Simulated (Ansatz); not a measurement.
Which method gave which barrier?

Saddle point of Si$_{2}$NH$_{9}$O, closed shell (Si₂H₆O ([SiH3][O][SiH3]) + NH₃ → Si₂NH₇O ([NH2][SiH2][O][SiH3]) + H₂; bonds formed: Si1–N8, H2–H7; bonds broken: Si1–H2, H7–N8), PBE0-D4/def2-TZVP structure:

```xyz
13
angstrom
Si -0.9467 0.2701 -0.5655
H 0.2843 1.0373 0.7168
O -0.5644 -1.1486 0.1590
Si 0.3519 -1.3635 1.5226
H -1.7173 -0.2433 -1.7431
H -1.8401 1.3019 0.0081
H 0.7178 1.3203 -0.3554
N 0.4691 1.0730 -1.4836
H -0.1655 -0.6140 2.6925
H 1.7801 -1.0316 1.2835
H 0.2557 -2.8199 1.8077
H 0.2505 1.8045 -2.1526
H 1.1245 0.4139 -1.8900
```

Computed with Ansatz 0.2.0 (basis: def2-TZVPP, with def2-QZVPP for the basis limit); correlated methods freeze the cores. B3LYP uses VWN-RPA correlation. Extrapolation: Hartree–Fock as exp(−7.88 √X), correlation as X^−2.97. Four methods, as single points on the PBE0-D4 structures, gave these electronic barriers from the start structure: 123.5, 178.7, 195.4, 241.1 kJ/mol.

The methods were, in alphabetical order, B3LYP-D4, BHLYP-D4, HF, SPW92. Which gave which? (Judge from chemistry; the calculation decides.)

By the calculation: SPW92 123.5; B3LYP-D4 178.7; BHLYP-D4 195.4; HF 241.1 kJ/mol. For comparison, CCSD(T) at an estimated basis limit (MP2 extrapolated from triple and quadruple zeta, plus CCSD(T) − MP2 in triple zeta) gives 184.5 kJ/mol.

No T1 diagnostic of these runs exceeds 0.012.

Labels in which every atom is bracketed show which atoms are joined, not bond orders.

For scale, one of the runs: CCSD(T)/def2-TZVPP, 272 basis functions, launched by `ansatz run in.yaml --threads 8 --pin off --events-out ev --progress --plain --max-ram 19148MiB`. The run took 94 s on 8 CPU threads of an Arm Neoverse V1 (shared host), with 6.9 GiB of host memory at its peak.
